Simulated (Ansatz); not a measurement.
A single point on `Br[C]1=[CH][AlH]1`.

```yaml
crystal:
  periodic: [false, false, false]
  atoms:
    - {symbol: Br, position_ang: [-0.872027, -2.454249, -0.322667]}
    - {symbol: C, position_ang: [-0.361218, -0.645956, -0.133136]}
    - {symbol: C, position_ang: [0.842638, -0.155216, 0.249776]}
    - {symbol: Al, position_ang: [-0.379727, 1.209776, -0.107124]}
    - {symbol: H, position_ang: [1.751403, -0.685153, 0.523111]}
    - {symbol: H, position_ang: [-0.939068, 2.666799, -0.256261]}
basis:
  gaussian: {orbitals: def2-QZVPP}
correlation: {method: mp2}
```

```sh
$ ansatz run in.yaml --threads 2 --pin off --events-out ev --progress --plain --max-ram 4352MiB
```

Output, abridged:

```
Functional definition: HF
2054 factors; integrals over basis functions are off by at most 7.3e-4 eV
mean field evaluation 1: about -78671.3094 eV, gradient 3.4e1 eV
mean field evaluation 2: about -78671.4127 eV, gradient 3.4e1 eV
mean field evaluation 4: about -78674.7919 eV, gradient 4.2e0 eV
mean field evaluation 8: about -78674.8843 eV, gradient 4.9e-1 eV
mean field evaluation 16: about -78674.8864 eV, gradient 2.8e-6 eV
mean field -78674.88635976 eV, -2891.2487459677 hartree, gradient 2.8e-6 eV, S^2 0.000000; 0 other end points of the search recorded, 0 dependent functions left out
16 core orbitals not correlated: weight in the atoms' cores, before any rotation towards them, 1.000 or more for the frozen orbitals, at most 0.000 for the correlated occupied ones
reference -78674.88635976 eV, -2891.2487459677 hartree; 15, 15 occupied and 302, 302 virtual orbitals, 2054 factors
second order -27.17609656 eV of doubles, -0.00000000 eV of singles
Total energy: -78702.06245631 eV, -2892.2474490956 hartree
```

Run time 20 s (2 threads of an Arm Neoverse V2 on a shared host); peak host memory 1.3 GiB.
